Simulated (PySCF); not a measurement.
# CBr⁻: script and output

File input.py (PySCF 2.14):

```python
from pyscf import gto, scf, mp

mol = gto.M(
    atom='C 0 0 0; Br 0 0 1.925',
    basis='jorge-dzp',
    charge=-1,
    spin=2,
    verbose=4,
)
mf = scf.UHF(mol)
mf.kernel()
mp.MP2(mf).kernel()
mf.dip_moment()
print('orbital energies (hartree):', [e[max(0, n-3):n+3].round(4) for e, n in zip(mf.mo_energy, mol.nelec)])
```

```bash
$ python input.py
```

Output (some set-up lines and the per-cycle HOMO/LUMO lines with their warnings removed):

```
PySCF version 2.14.0

[INPUT] verbose = 4
[INPUT] num. atoms = 2
[INPUT] num. electrons = 42
[INPUT] charge = -1
[INPUT] spin (= nelec alpha-beta = 2S) = 2
[INPUT] symmetry False subgroup None
[INPUT] Mole.unit = angstrom
[INPUT] Symbol           X                Y                Z      unit          X                Y                Z       unit  Magmom
[INPUT]  1 C      0.000000000000   0.000000000000   0.000000000000 AA    0.000000000000   0.000000000000   0.000000000000 Bohr   0.0
[INPUT]  2 Br     0.000000000000   0.000000000000   1.925000000000 AA    0.000000000000   0.000000000000   3.637722789788 Bohr   0.0

nuclear repulsion = 57.7284230094545
number of shells = 24
number of NR pGTOs = 112
number of NR cGTOs = 58
basis = jorge-dzp
ecp = {}

******** <class 'pyscf.scf.uhf.UHF'> ********
method = UHF
initial guess = minao
damping factor = 0
level_shift factor = 0
DIIS = <class 'pyscf.scf.diis.CDIIS'>
diis_start_cycle = 1
diis_space = 8
diis_damp = 0
SCF conv_tol = 1e-09
SCF conv_tol_grad = None
SCF max_cycles = 50
direct_scf = True
direct_scf_tol = 1e-13
number electrons alpha = 22  beta = 20
Set gradient conv threshold to 3.16228e-05
init E= -2605.1239251706

cycle= 1 E= -2610.054858667  delta_E= -4.93  |g|= 0.719  |ddm|= 1.38
cycle= 2 E= -2610.07944169721  delta_E= -0.0246  |g|= 0.149  |ddm|= 0.239
cycle= 3 E= -2610.0838752459  delta_E= -0.00443  |g|= 0.0468  |ddm|= 0.0995
cycle= 4 E= -2610.08522647437  delta_E= -0.00135  |g|= 0.0189  |ddm|= 0.0521
cycle= 5 E= -2610.08594456047  delta_E= -0.000718  |g|= 0.0063  |ddm|= 0.0647
cycle= 6 E= -2610.08601505571  delta_E= -7.05e-05  |g|= 0.00233  |ddm|= 0.0216
cycle= 7 E= -2610.08602741715  delta_E= -1.24e-05  |g|= 0.00111  |ddm|= 0.00936
cycle= 8 E= -2610.08603112953  delta_E= -3.71e-06  |g|= 0.000643  |ddm|= 0.00543
cycle= 9 E= -2610.08603292553  delta_E= -1.8e-06  |g|= 0.000204  |ddm|= 0.00552
cycle= 10 E= -2610.08603308565  delta_E= -1.6e-07  |g|= 7.12e-05  |ddm|= 0.00158
cycle= 11 E= -2610.08603310042  delta_E= -1.48e-08  |g|= 2.43e-05  |ddm|= 0.000463
cycle= 12 E= -2610.08603310178  delta_E= -1.36e-09  |g|= 6.48e-06  |ddm|= 0.000139
cycle= 13 E= -2610.08603310186  delta_E= -8.41e-11  |g|= 1.52e-06  |ddm|= 3.27e-05
Extra cycle  E= -2610.08603310187  delta_E= -8.19e-12  |g|= 7.85e-07  |ddm|= 3.13e-06
converged SCF energy = -2610.08603310187  <S^2> = 2.0237092  2S+1 = 3.0157647

******** <class 'pyscf.mp.ump2.UMP2'> ********
nocc = (np.int64(22), np.int64(20)), nmo = (58, 58)
E(UMP2) = -2610.81307092201  E_corr = -0.727037820139448
E(SCS-UMP2) = -2610.75070940446  E_corr = -0.66467630259757
E_corr(same-spin) = -0.239733555657424
E_corr(oppo-spin) = -0.487304264482024

WARN: System has nonzero charge -1; the dipole moment is origin-dependent.
Location of origin: [0. 0. 0.]

Dipole moment(X, Y, Z, Debye): -0.00000, -0.00000, -3.22008
orbital energies (hartree): [array([-0.1767, -0.0836, -0.0836,  0.4261,  0.7613,  0.7613]), array([-0.1885, -0.1885, -0.1259,  0.4031,  0.4031,  0.4699])]
```

In short: E(SCF) = -2610.086033 Eh, 13 cycles, E(MP2) − E(SCF) = -0.72704 Eh, ⟨S²⟩ = 2.024.

Wall time 1.3 s on one thread of a shared host.

The basis has no diffuse functions, which an anion needs. The bond length is a typed value, not an optimised one. The dipole of an ion depends on the origin. No search for the lowest solution was made.
